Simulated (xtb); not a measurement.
Diatomic InCo, multiplicity 3 (lowest of 2S+1 = 1, 3, 5 at PBE0/def2-TZVPP; our sources give no spin for the ground state, which may be another). No spin–orbit coupling. Co is treated without relativity.

Constants: fifth-degree fit in 1/R to seven points, most abundant isotopes. In def2 and cc sets the state is the lowest found near the PBE0 minimum, followed along R.

Run with xtb for the GFN methods. Each number belongs to the level named beside it. The GFN methods have no spin term and hold the electronic entropy of 300 K.

Energies at GFN1-xTB:

```csv
R (Å),E (hartree)
2.447021,-4.86148012
2.512801,-4.86246561
2.573319,-4.86225463
2.641730,-4.86119622
2.710142,-4.85960325
2.789078,-4.85739263
2.881170,-4.85456581
```

**Question.** With a reduced mass of 38.9540 u, find the minimum, the force constant and the constants.

**Answer.** A fifth-degree polynomial in 1/R puts the minimum at r_e = 2.5278 Å with force constant 112 N/m. Then ω_e = (1/2πc)√(k/μ) = 221 cm⁻¹ and B_e = h/(8π²cμr_e²) = 0.06773 cm⁻¹; the cubic and quartic terms give α_e = 0.00060 and ω_e x_e = 2.0 cm⁻¹.
